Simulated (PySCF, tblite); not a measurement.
Compound: C₅H₉FNP.
Geometry (GFN2-xTB, Å), atoms numbered from 1 in this order:
```xyz
17
C5H9FNP angstrom
F      4.0067    0.7923   -1.2800
C      2.8189    0.3115   -0.8354
P      1.9021    1.2581    0.2037
N      0.5479    0.3113    0.4678
C      0.0867   -0.7930   -0.3562
C     -1.4106   -0.9288   -0.0558
C     -1.7881    0.4358    0.5195
C     -0.5352    0.7858    1.3120
H      2.5990   -0.6548   -1.2639
H      0.6320   -1.7107   -0.1147
H      0.2616   -0.5606   -1.4131
H     -1.9811   -1.1835   -0.9465
H     -1.5745   -1.7020    0.6951
H     -2.6820    0.4008    1.1374
H     -1.9357    1.1588   -0.2836
H     -0.5286    0.2409    2.2648
H     -0.4262    1.8502    1.5189
```

Method used: B3LYP/def2-SVPD in PySCF (dipole) on a GFN2-xTB geometry, gas phase.

Take the most abundant isotopes and a rigid rotor. The values belong to one conformer with, in the numbering `[F:1]/[CH:2]=[P:3]/[N:4]1[CH2:5][CH2:6][CH2:7][CH2:8]1`, C2–P3–N4–C5 -19°, P3–N4–C5–C6 -157°, N4–C5–C6–C7 21°, C5–C6–C7–C8 -36°, C6–C7–C8–N4 39°.

Q: What are A, B and C (cm⁻¹)?

A: Ia = 108.74, Ib = 556.46, Ic = 638.00 u·Å²; 505379 MHz·u·Å²/I gives 4647, 908.2 and 792.1 MHz, that is A = 0.15502, B = 0.03029, C = 0.02642 cm⁻¹.

Q: What kind of rotor is it?

A: A near-prolate asymmetric top; Ray's κ = -0.940.

Q: What does the inertial defect say?

A: Not planar: Δ = Ic − Ia − Ib = -27.20 u·Å². For a rigid frame Δ = −2 Σ m c², so Σ m c² = 13.60 u·Å² lies off the ab plane: 7.46 from hydrogen and 6.14 from heavier atoms. The atom farthest from that plane is 1.58 Å away.

Q: Predict some low-J microwave lines.

A: The dipole components are |μa| = 3.83 D, |μb| = 0.83 D, |μc| = 0.10 D. Intensities carry the squares of the components, which stand as 1.00 : 0.05 : 0.00 (a : b : c). Some lines, for components of 0.1 D or more:

| type | branch | J(Ka,Kc) | MHz | lower level (cm⁻¹) |
| --- | --- | --- | --- | --- |
| a | Q | 2(1,1) ← 2(1,2) | 348 | 0.291 |
| a | Q | 4(1,3) ← 4(1,4) | 1160 | 0.674 |
| b | R | 4(0,4) ← 3(1,3) | 3314 | 0.455 |
| a | R | 2(0,2) ← 1(0,1) | 3398 | 0.057 |
| a | R | 3(1,3) ← 2(1,2) | 4925 | 0.291 |
| a | R | 3(1,2) ← 2(1,1) | 5273 | 0.303 |
| a | R | 4(1,4) ← 3(1,3) | 6564 | 0.455 |
| a | R | 4(3,1) ← 3(3,0) | 6807 | 1.480 |
| b | R | 2(1,2) ← 1(0,1) | 7024 | 0.057 |
| a | R | 4(1,3) ← 3(1,2) | 7028 | 0.479 |
| b | R | 3(1,3) ← 2(0,2) | 8551 | 0.170 |
| b | R | 4(1,4) ← 3(0,3) | 10025 | 0.340 |
| b | Q | 4(2,2) ← 4(1,3) | 10856 | 0.713 |
| b | Q | 3(2,1) ← 3(1,2) | 11058 | 0.479 |
| b | Q | 2(2,1) ← 2(1,2) | 11566 | 0.291 |
| b | Q | 3(2,2) ← 3(1,3) | 11742 | 0.455 |
| b | Q | 4(2,3) ← 4(1,4) | 11977 | 0.674 |
| b | R | 2(2,1) ← 1(1,0) | 14734 | 0.185 |
| b | Q | 3(3,0) ← 3(2,1) | 18975 | 0.847 |
| b | R | 3(3,0) ← 2(2,1) | 24089 | 0.677 |
| b | R | 4(3,1) ← 3(2,2) | 25795 | 0.847 |
| b | R | 4(4,1) ← 3(3,0) | 33382 | 1.480 |
| b | R | 4(4,0) ← 3(3,1) | 33383 | 1.480 |

Its GFN2-xTB frequencies are all real (lowest 44 cm⁻¹). Constants of a rigid frame at the computed geometry: no zero-point averaging, no centrifugal distortion. Quadrupole hyperfine structure (14N) is left out.

Time: 54 s of wall time (with the writing of density and orbital grids); peak memory 0.97 GiB. Hardware: one thread, Arm Neoverse V1 (aarch64), no GPU, shared host with 32 logical CPUs at a one-minute load of 11. This is the B3LYP/def2-SVPD job that gave the dipole, with the excitations it also computed.
